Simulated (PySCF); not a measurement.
A calculated (B97-3, PySCF 2.14, aug-cc-pVTZ-DK, scalar relativity by spin-free X2C-1e) atom or ion has these occupied shells.

```tsv
shell	electrons	orbital energy (eV)	rms radius, mean of both spins (bohr)
1s α	1	-20926.2	0.0394
1s β	1	-20926.1	0.0394
2s α	1	-3015.0	0.162
2s β	1	-3014.3	0.162
2p α	3	-2698.1	0.144
2p β	3	-2697.5	0.144
3s α	1	-540.47	0.443
3s β	1	-539.96	0.443
3p α	3	-435.61	0.448
3p β	3	-435.05	0.448
3d α	5	-266.01	0.436
3d β	5	-265.07	0.436
4s α	1	-87.051	1.13
4s β	1	-82.974	1.13
4p α	3	-57.886	1.26
4p β	3	-53.171	1.26
4d α	5	-16.911	1.80
5s α	1	-12.679	3.17
```

(1) Name the element and its charge.

Results:

(1) Tc⁺ (technetium, charge +1), in [Kr] 4d5 5s1, high-spin 7S determinant.
